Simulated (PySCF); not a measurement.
C₆H₆. Atoms are numbered in the order given.

```xyz
12

C     -0.8625     2.5716     0.0000
C      0.0081     1.7228     0.0000
C      1.0501     0.7559     0.0000
C      0.8645    -0.5885     0.0000
C     -0.4237    -1.2553     0.0000
C     -0.5727    -2.5916     0.0000
H     -1.6332     3.3187     0.0000
H      2.0733     1.1465     0.0000
H      1.7537    -1.2274     0.0000
H     -1.3082    -0.6094     0.0000
H      0.2933    -3.2613     0.0000
H     -1.5613    -3.0566     0.0000
```

Geometry optimised at B3LYP-D3(BJ)/def2-SVP. One conformer was computed; it need not be the lowest.

Level of theory: B3LYP/def2-TZVP in PySCF.

Atomic charges (e):

```tsv
atom	Löwdin	meta-Löwdin
C1	-0.09	-0.21
C2	-0.10	-0.03
C3	-0.15	-0.13
C4	-0.13	-0.08
C5	-0.18	-0.10
C6	-0.18	-0.24
H7	0.13	0.17
H8	0.16	0.14
H9	0.15	0.12
H10	0.15	0.12
H11	0.12	0.11
H12	0.12	0.12
```

Task: Give the Mayer and Wiberg (Löwdin basis) orders of the bonds. (Estimate from the structure and the level; the computed values follow.)

Result: 
| bond | Mayer | Wiberg |
|---|---|---|
| C1–C2 | 2.77 | 2.88 |
| C2–C3 | 1.29 | 1.36 |
| C3–C4 | 1.72 | 1.85 |
| C4–C5 | 1.11 | 1.32 |
| C5–C6 | 1.79 | 2.08 |
| C1–H7 | 0.93 | 0.92 |
| C3–H8 | 0.95 | 0.81 |
| C4–H9 | 0.95 | 0.82 |
| C5–H10 | 0.94 | 0.81 |
| C6–H11 | 0.97 | 0.89 |
| C6–H12 | 0.97 | 0.90 |
